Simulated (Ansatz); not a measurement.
imidazole (C₃H₄N₂), singlet, at a GFN2-xTB geometry; MP2/STO-3G (Ansatz, a first-principles code).

The Ansatz input:
Ansatz 0.2 input:
```yaml
crystal:
  periodic: [false, false, false]
  atoms:
    - {symbol: C, position_ang: [-0.87926852, -0.76339748, 0.04858548]}
    - {symbol: C, position_ang: [-0.96202246, 0.56432664, -0.25421761]}
    - {symbol: N, position_ang: [0.31805837, 1.03809943, -0.18491635]}
    - {symbol: C, position_ang: [1.10334047, -0.01349464, 0.15238088]}
    - {symbol: N, position_ang: [0.41157672, -1.10582153, 0.29859860]}
    - {symbol: H, position_ang: [-1.66205207, -1.49245763, 0.10269600]}
    - {symbol: H, position_ang: [-1.79241603, 1.19152933, -0.50441862]}
    - {symbol: H, position_ang: [0.61008633, 1.98662468, -0.35368542]}
    - {symbol: H, position_ang: [2.16463922, 0.06375122, 0.27913983]}
basis:
  gaussian:
    orbitals: STO-3G
magnetization: {spin_polarized: false}
correlation: {method: mp2, electrons: outside_noble_gas}
accuracy: high
```

Output, abridged:

```
Functional definition: HF
618 factors; integrals over basis functions are off by at most 2.0e-9 eV
mean field evaluation 1: about -6038.0967 eV, gradient 2.5e1 eV
mean field evaluation 2: about -6038.3392 eV, gradient 2.5e1 eV
mean field evaluation 4: about -6040.4362 eV, gradient 2.1e0 eV
mean field evaluation 8: about -6040.4639 eV, gradient 5.0e-5 eV
mean field evaluation 16: about -6040.4621 eV, gradient 1.8e-8 eV
mean field -6040.46208129 eV, -221.9828871150 hartree, gradient 1.8e-8 eV, S^2 0.000000; 0 other end points of the search recorded, 0 dependent functions left out; unrestricted orbitals would lower it
5 core orbitals not correlated
reference -6040.46208129 eV, -221.9828871150 hartree; 13, 13 occupied and 11, 11 virtual orbitals, 618 factors
second order -7.67931067 eV of doubles, -0.00000000 eV of singles
Total energy: -6048.14139196 eV, -222.2650965770 hartree
```
